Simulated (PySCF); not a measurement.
## PtO₂⁻: fields on a plane

These are results of PySCF, UB3LYP, basis Pt def2-SVPD with ECP60, O def2-SVPD (scalar-relativistic core potentials, no spin–orbit coupling, density fitting), not measurements.

The doublet minimum has Pt–O 1.779 Å (×2); O–Pt–O 180.0°.

The plane holds Pt1 at (0.00, 0.00), O2 at (1.78, 0.00), O3 at (-1.78, 0.00) Å. Columns run from x = -3.75 to 4.05 Å, rows from y = 2.25 (top) to -1.95 Å, in steps of 0.3 Å. Other isomers or separated fragments may lie lower. Core electrons replaced by a potential are absent, the electrostatic potential uses the reduced nuclear charge, and values within about 0.7 Å of such atoms have no physical meaning.

Question: Give the electrostatic potential (V) (cut at 20 V). Lower edges of the bins (V): '0' -6.43, '1' -6.27, '2' -6.03, '3' -5.63, '4' -5.01, '5' -4.03, '6' -2.47, '7' 0.01, '8' 3.93, '9' 10.15; top 20.0.

Answer: 
```
554444444444444444444444555
544443333333333333333444455
444332222334444332222334445
443321112345555432111233445
433100234567887654320013344
432014666789999876664102344
431048999899999989998401344
420069999999999999999600244
420069999999999999999600244
431048999899999989998401344
432014666789999876664102344
433100234567887654320013344
443321112345555432111233445
444332222334444332222334445
544443333333333333333444455
```

Question: Give the electron density (e/Å³) (cut at 5 e/Å³). Lower edges of the bins (e/Å³): '_' 0.000, '.' 0.030, ':' 0.076, '-' 0.151, '=' 0.268, '+' 0.455, '*' 0.750, '#' 1.218, '%' 1.960, '@' 3.136; top 5.00, each point printed twice.

Answer: 
```
______________________________________________________
______________________________________________________
__________________................____________________
__________..........::--------::..........____________
______....::----------==++++==----------::....________
______..--==****++==++##%%%%##++==++****==--..________
____..::==##@@@@##**##@@@@@@@@##**##@@@@##==::..______
____..--**@@@@@@@@##%%@@++++@@%%##@@@@@@@@**--..______
____..--**@@@@@@@@##%%@@++++@@%%##@@@@@@@@**--..______
____..::==##@@@@##**##@@@@@@@@##**##@@@@##==::..______
______..--==****++==++##%%%%##++==++****==--..________
______....::----------==++++==----------::....________
__________..........::--------::..........____________
__________________................____________________
______________________________________________________
```

With open d or f shells other occupations or spin states may lie lower. The lowest empty level of this anion is unbound, so it and the gap depend on the basis. Spin–orbit coupling, left out here, can matter for elements this heavy.
